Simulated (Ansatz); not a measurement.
O₄W (SMILES [O]=[W-2](=[O])(=[O])=[O]), charge -2, singlet, geometry from GFN2-xTB (such geometries of metal compounds can be far from the true shape) (core potentials on W) (a gas-phase anion, which may not be bound at this level). Base run: Ansatz (a first-principles code) with HF/def2-SV(P).

Geometry (Å):
```xyz
5

W      0.0000     0.0000     0.0000
O      1.2215     0.7506    -1.0531
O      0.8121    -0.9251     1.2842
O     -1.0218    -1.0928    -0.9624
O     -1.0118     1.2673     0.7313
```
Charge -2, spin multiplicity 1.
All else is at Ansatz's defaults.

Each row names what was changed in the base input (with any setting that the change needs).

```
change                                       E (Eh)
---------------------------------------  ----------
base                                     -365.55134
functional = pbe0; dispersion = d3bjatm           ?
functional = wB97X                       -367.76151
functional = cam_b3lyp                            ?
functional = b3lyp                       -367.87316
functional = pbe; dispersion = d3bjatm   -367.62320
functional = BHLYP                                ?
functional = hse06                       -367.50065
functional = revpbe                      -367.85378
functional = pbe0                        -367.51321
functional = blyp; dispersion = d3bj              ?
functional = b3lyp; dispersion = d4      -367.88347
functional = blyp                        -367.83773
```

Question: What belongs in the gaps?

Answer: 
- functional = pbe0; dispersion = d3bjatm, E (Eh): -367.51667
- functional = cam_b3lyp, E (Eh): -367.69699
- functional = BHLYP, E (Eh): -367.51957
- functional = blyp; dispersion = d3bj, E (Eh): -367.84660

Total energies compare only within one method and basis.

A gas-phase anion may not be bound at this level; its values then depend on the basis.
